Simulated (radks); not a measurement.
Results of a calculation; reference values are marked as such.
Q: Valence configurations of neutral rubidium (all share [Kr]). Level of theory: scalar-relativistic Kohn-Sham, PBE, spin-polarised, spherical densities, point nucleus; open shells are filled with parallel spins first (spin-orbit coupling, left out, can overturn this in heavy ions) (a radial shooting solver on a logarithmic mesh with Libxc functionals). Order these by energy: 5s0.5 5p0.5; 4d0.5 5s0.5; 5s1; 5p1; 4d1.

A: From the lowest, in eV above it: 5s1 0.000; 5s0.5 5p0.5 0.774; 4d0.5 5s0.5 1.154; 5p1 1.541; 4d1 2.298. NIST lists [Kr] 5s1 as the ground configuration; this level of theory agrees among the configurations tried. The energies are those of spherical high-spin densities, not of single terms.
